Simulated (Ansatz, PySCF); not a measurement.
Scan of H3Ge, doublet: umbrella (inversion) coordinate, bond length relaxed. Scanned: angle between the Ge-H bonds and the threefold axis (90 = planar). Other coordinates (Ge-H bond length) were minimised at B3LYP/def2-TZVP.

- UKS-PBE/cc-pVTZ = unrestricted PBE/cc-pVTZ in Ansatz (a program for electronic structure)
- UKS-M06-2X/6-31G* = unrestricted M06-2X/6-31G*, spherical d in PySCF
- B3LYP = unrestricted B3LYP/cc-pVTZ in PySCF
- CCSD(T) on UHF/cc-pVTZ, 9 core orbitals frozen (PySCF)

Energies relative to the lowest point of each profile, in kcal/mol:

```tsv
a / °	UKS-PBE/cc-pVTZ	UKS-M06-2X/6-31G*	B3LYP
90	4.4	5.6	5.2
93	4.1	5.2	4.9
96	3.3	4.2	3.9
99	2.2	2.9	2.6
105	0.3	0.5	0.4
108	0.0	0.0	0.0
111	0.4	0.3	0.4
114	1.7	1.6	1.8
117	4.0	4.0	4.2
123	11.9	12.3	12.6
126	17.6	18.3	18.7
132	32.9	34.6	35.1
```

Q: What does CCSD(T) give at the same points?

A: 90: 4.7; 93: 4.4; 96: 3.5; 99: 2.2; 105: 0.2; 108: 0.0; 111: 0.6; 114: 2.1; 117: 4.8; 123: 13.5; 126: 19.6; 132: 35.8 (kcal/mol).
